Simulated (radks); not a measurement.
The mean radii <r> (bohr) of the occupied orbitals of an atom or ion are listed with their occupations. All-electron calculation, non-relativistic Kohn-Sham, LB94 model potential, spin-polarised, spherical densities, point nucleus. Program: a radial shooting solver on a logarithmic mesh with Libxc functionals.

orbital  occ.      <r>
1s up       1  0.02195
1s down     1  0.02195
2s up       1  0.09301
2s down     1  0.09301
2p up       3  0.07873
2p down     3  0.07873
3s up       1   0.2379
3s down     1   0.2379
3p up       3   0.2277
3p down     3   0.2277
3d up       5   0.2007
3d down     5   0.2006
4s up       1   0.5352
4s down     1   0.5360
4p up       3   0.5450
4p down     3   0.5460
4d up       5   0.5684
4d down     5   0.5698
5s up       1    1.216
5s down     1    1.210
5p up       3    1.309
4f up       7   0.6611
4f down     4   0.6634

Name the element and its charge. Open shells, if any, are filled with parallel spins first.

Answer. Z = 69, thulium, charge +7: Tm7+ in [Kr] 4d10 4f11 5s2 5p3. The 1s radius gives Z: for a bare nucleus <r> = 1.5/Z, 0.02174 bohr for Z = 69, and screening makes it slightly larger (0.02195 here). The occupations add up to 62, and the charge is Z minus that.
